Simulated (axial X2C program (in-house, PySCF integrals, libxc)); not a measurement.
# BiF⁻: cheaper levels and CCSD(T), 2c

Calculated with an in-house all-electron X2C program for linear molecules (integrals from PySCF). Two-component (2c) means X2C with spin–orbit coupling and atomic mean-field two-electron Coulomb and Gaunt terms. Basis: Bi dyall-acv3z [13s15p11d7f1g], F dyall-av3z [7s6p3d2f] (cores contracted in-house); Gaussian nuclei, density fitting, unrestricted open shells. Masses: Bi 208.980 u, F 18.998 u.

State: Ω = 3/2 (⟨Sz⟩ = 0.69, ⟨Lz⟩ = 0.81 at HF); fragments Bi + F-.

| level | Re (Å) | ωe (cm⁻¹) | De (eV) |
| --- | --- | --- | --- |
| PBE0 | 2.179 | 368.6 | 1.83 |
| HF | 2.195 | 325.1 | 1.21 |
| MP2 | 2.184 | 374.5 | 1.57 |
| CCSD | 2.178 | 374.8 | 1.67 |
| r2SCAN0 | 2.160 | 382.4 | 1.80 |

Correlated methods: 13 electrons correlated (number of frozen shells: Bi 5 s, 4 p, 3 d, 1 f; F 1 s), 277 virtual spin orbitals or spinors in MP2, 90 natural virtuals in coupled cluster.

CCSD(T), same Hamiltonian and basis:

Re = 2.183 Å, ωe = 374.6 cm⁻¹, De = 1.67 eV; T1 = 0.020 (Lee–Taylor normalisation).

Task: Give the differences from CCSD(T) in the columns below.

Result: 

| level | ΔRe (Å) | Δωe (cm⁻¹) | ΔDe (eV) |
| --- | --- | --- | --- |
| PBE0 | -0.004 | -6 | 0.16 |
| HF | 0.012 | -50 | -0.46 |
| MP2 | 0.001 | 0 | -0.10 |
| CCSD | -0.005 | 0 | 0.00 |
| r2SCAN0 | -0.023 | 8 | 0.13 |

One determinant describes the state; a PBE0 search over occupations chose it and may have missed a lower one. De is counted from the lowest determinant-based energies of the atoms at the same level, without counterpoise correction. Density functionals use the spin component along the axis (collinear). Coupled cluster ran in a truncated set of natural virtual spinors; the MP2 energy of the rest was added. (T) has no such correction and the atoms are truncated less, which lowers De at CCSD(T) by a hundredth of an eV or more. Without a current term, density functionals place determinants with orbital angular momentum somewhat too high. With several unpaired electrons one determinant need not be a pure state. The highest occupied level of some functionals is positive through self-interaction error; at Hartree–Fock it is bound. With the outer-core shells frozen, correlated bond lengths of heavy atoms tend to come out a few hundredths of an ångström too long. Hartree–Fock gets electron affinities wrong, so its lowest charge split need not be the true one.
